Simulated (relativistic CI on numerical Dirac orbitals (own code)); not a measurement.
## Fe5+ in a cubic cluster: 1s photoemission with charge transfer

Computed with a charge-transfer multiplet model of a cubic metal-ligand cluster with up to 2 ligand holes, Slater and spin-orbit integrals from Dirac-Coulomb-Breit ions, Slater integrals scaled by 0.9. The ground state mixes d3 with configurations of k ligand holes L, whose averages lie at kΔ + k(k − 1)U_dd/2; a core hole lowers each added d electron by U_cd. 20 K, Lorentzian 1.1 eV and Gaussian 0.6 eV FWHM.

Atomic integrals in eV (Slater integrals scaled, ζ unscaled), ground: F2dd 12.493, F4dd 7.889, zeta_d 0.071; with the core hole: F2dd 13.880, F4dd 8.790, zeta_d 0.100, G2cd 0.084.

Cluster parameters (eV): Δ = -0.2, U_dd = 5.3, 10Dq = 2.5, 10Dq(ligand) = 1.6, V(eg) = 3, V(t2g) = -1.52, final-state hopping factor = 0.8.

```
         Case   n_d    d3   d4L  d5L2     S
U_cd = 4.2 eV  3.94  0.25  0.56  0.19  1.50
U_cd = 5.4 eV  3.94  0.25  0.56  0.19  1.50
  U_cd = 6 eV  3.94  0.25  0.56  0.19  1.50
```

Weights, n_d and S are thermal averages at 20 K. Binding energies count from the first peak over 30 % of the highest in each spectrum, which can be another peak from case to case. The parameters are a model scan and need not match a compound or its usual spin state. Peaks in eV (height, largest 100):
- U_cd = 4.2 eV: 0.0 (100), 4.2 (11)
- U_cd = 5.4 eV: 0.0 (100), 4.1 (16)
- U_cd = 6 eV: 0.0 (100), 4.0 (20), 11.0 (5), 12.8 (5)

For the case U_cd = 6 eV, Δ = -0.2 eV is smaller than U_dd = 5.3 eV, the charge-transfer side of the Zaanen-Sawatzky-Allen scheme (negative Δ: between configuration averages a ligand hole costs less than the nominal valence; multiplet and field energies can change this for the lowest states). With the core hole the configuration with one ligand hole lies at Δ − U_cd = -4.4, -5.6, -6.2 eV from the one without, in the order of the table; where this is negative the screened configuration lies lower, though the effective hopping of about 4.7 eV (from the holes of the mixed ground state) mixes the two strongly wherever it is as large as the gap.

With at most 2 ligand holes the space is cut while the next configuration still counts, so covalency is underestimated, and a final configuration with one more ligand hole, which can lie low, is missing from the spectra.
